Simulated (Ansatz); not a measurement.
The inner images of a band of FGeH8NO3Si (15 atoms, charge 0, multiplicity 1) are given out of order.

Theory: Ansatz 0.2.0, RKS PBE/def2-SVP.

Image 0:

```xyz
15
Properties=species:S:1:pos:R:3
Ge 0.054 0.096 0.160
F -0.133 -0.254 1.905
O 1.656 -0.279 -0.574
H 1.540 -1.150 -1.004
O -1.017 1.368 -0.537
H -1.747 0.900 -0.987
O -0.863 -1.363 -0.440
H -1.166 -1.860 0.343
N 1.148 1.827 0.904
H 2.115 1.586 0.637
Si 0.631 3.470 0.318
H 0.720 3.497 -1.171
H -0.717 3.778 0.879
H 1.621 4.463 0.876
H 1.078 1.717 1.926
```

Image 6:

```xyz
15
Properties=species:S:1:pos:R:3
Ge 0.229 0.279 -0.503
F 0.077 0.501 2.674
O 1.477 -0.562 -1.461
H 1.420 -1.521 -1.284
O -0.850 1.267 -1.522
H -1.664 0.781 -1.753
O -0.653 -0.895 0.490
H -0.572 -0.577 1.431
N 1.083 1.571 0.550
H 2.106 1.467 0.481
Si 0.526 3.278 0.517
H 0.754 3.953 -0.804
H -0.927 3.288 0.873
H 1.323 3.988 1.574
H 0.590 0.978 1.972
```

**Question.** Put them in order from the first end to the last, with their energies above the first end.
A.
```xyz
15
Properties=species:S:1:pos:R:3
Ge 0.208 0.176 -0.265
F -1.095 0.503 1.617
O 1.475 0.145 -1.520
H 1.537 -0.747 -1.909
O -1.219 0.944 -1.005
H -1.829 1.004 -0.233
O 0.237 -1.449 0.456
H -0.395 -1.348 1.204
N 0.913 1.567 0.945
H 1.828 1.304 1.339
Si 0.825 3.282 0.346
H 1.267 3.347 -1.082
H -0.587 3.740 0.516
H 1.747 4.083 1.220
H 0.007 1.246 1.607
```
B.
```xyz
15
Properties=species:S:1:pos:R:3
Ge 0.363 0.211 -0.387
F -0.853 0.602 2.294
O 1.630 -0.096 -1.588
H 1.439 -0.912 -2.089
O -1.036 0.977 -1.194
H -1.846 0.838 -0.665
O -0.013 -1.273 0.508
H -0.428 -0.960 1.350
N 1.000 1.533 0.789
H 1.963 1.333 1.095
Si 0.738 3.258 0.366
H 1.121 3.577 -1.050
H -0.702 3.596 0.598
H 1.606 4.046 1.306
H -0.063 1.067 1.903
```
C.
```xyz
15
Properties=species:S:1:pos:R:3
Ge 0.000 0.146 -0.035
F -1.043 0.296 1.509
O 1.447 0.199 -1.134
H 1.504 -0.657 -1.598
O -1.191 1.072 -1.016
H -1.975 1.152 -0.435
O 0.020 -1.641 0.200
H -0.601 -1.789 0.941
N 1.031 1.641 1.013
H 2.019 1.349 1.046
Si 0.808 3.311 0.308
H 1.185 3.255 -1.133
H -0.610 3.703 0.561
H 1.731 4.224 1.068
H 0.592 1.535 1.941
```
D.
```xyz
15
Properties=species:S:1:pos:R:3
Ge 0.013 0.105 0.073
F -0.553 -0.018 1.794
O 1.571 0.012 -0.839
H 1.541 -0.839 -1.320
O -1.086 1.257 -0.768
H -2.013 1.025 -0.573
O -0.485 -1.609 -0.247
H -0.862 -1.932 0.595
N 1.088 1.763 0.983
H 2.073 1.478 0.879
Si 0.746 3.401 0.285
H 1.021 3.339 -1.180
H -0.652 3.781 0.644
H 1.701 4.368 0.937
H 0.815 1.664 1.972
```
E.
```xyz
15
Properties=species:S:1:pos:R:3
Ge 0.306 0.240 -0.442
F -0.340 0.539 2.622
O 1.654 -0.323 -1.455
H 1.445 -1.182 -1.868
O -0.919 1.121 -1.402
H -1.808 0.771 -1.197
O -0.431 -1.082 0.477
H -0.531 -0.743 1.407
N 1.045 1.543 0.686
H 2.058 1.392 0.797
Si 0.617 3.268 0.424
H 0.937 3.753 -0.961
H -0.840 3.443 0.715
H 1.438 4.042 1.417
H 0.288 1.015 2.016
```

**Answer.** D (+0.24 eV), C (+0.38 eV), A (+0.72 eV), B (+0.50 eV), E (+0.46 eV).

Time of the run: 6.1 min on 4 threads of Arm Neoverse V2 (shared host), peak memory 0.25 GiB.
